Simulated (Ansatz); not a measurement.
CH8N2Si2 can be A, `[SiH3][SiH]1NCN1`, or B, `[SiH3]/N=C\N[SiH3]`.

Computed with Ansatz on PBE0-D4/def2-TZVP structures; ΔE is electronic, products minus reactants. CBS: MP2 limit from def2 TZ/QZ plus the TZ coupled-cluster correction, frozen cores. Functionals use def2-TZVPP. B3LYP here is the variant with VWN-RPA as its local correlation; programs differ in this. Each species was taken in one conformer, which may not be the lowest.

A:

```xyz
13

Si   -1.217   -1.319   -1.564
Si    0.403   -0.487   -0.087
N     0.808    1.192   -0.213
C     0.531    1.391    1.216
N    -0.147    0.108    1.445
H    -2.392   -0.413   -1.648
H    -0.632   -1.476   -2.927
H    -1.677   -2.664   -1.113
H     1.546   -1.464   -0.067
H     1.591    1.665   -0.627
H    -0.125    2.252    1.401
H     1.444    1.509    1.819
H    -0.133   -0.293    2.365
```

B:

Z-matrix (Å, degrees):
```
Si
N 1 1.696
H 1 1.496 2 117.4
H 1 1.486 2 108.0 3 121.0
H 1 1.486 2 108.0 3 -121.0
C 2 1.256 1 149.5 3 0.4
N 6 1.368 2 128.3 1 0.0
H 6 1.099 2 119.6 1 180.0
Si 7 1.750 6 126.5 2 0.1
H 7 1.008 6 114.5 2 -180.0
H 9 1.484 7 104.1 6 179.8
H 9 1.482 7 111.0 6 61.1
H 9 1.482 7 111.1 6 -61.6
```

(1) Which isomer does CCSD(T)/CBS put lower? Give the gap. (Best estimate.)

(2) Give E(B) − E(A) in kcal/mol with B3LYP-D4, r2SCAN-D4, B2PLYP, B3LYP, PBE0-D4, HF/def2-TZVPP, ωB97M-V. (Best estimate.)

Largest T1 diagnostic: 0.014.

## Answers

(1) Computed: B, by 8.7 kcal/mol.

(2) The calculation gave: B3LYP-D4 -14.0, r2SCAN-D4 -10.8, B2PLYP -12.6, B3LYP -13.4, PBE0-D4 -6.1, HF/def2-TZVPP -14.7, ωB97M-V -9.7. None reverses the order clearly.

From PBE to PBE0 (25 % exact exchange), in def2-TZVPP and without D4, E(B) − E(A) moves by +2.4 kcal/mol. In def2-TZVPP, CCSD(T) changes the Hartree–Fock value by +5.1 kcal/mol (the triples alone add −0.6 kcal/mol) and MP2 by +4.7 kcal/mol.
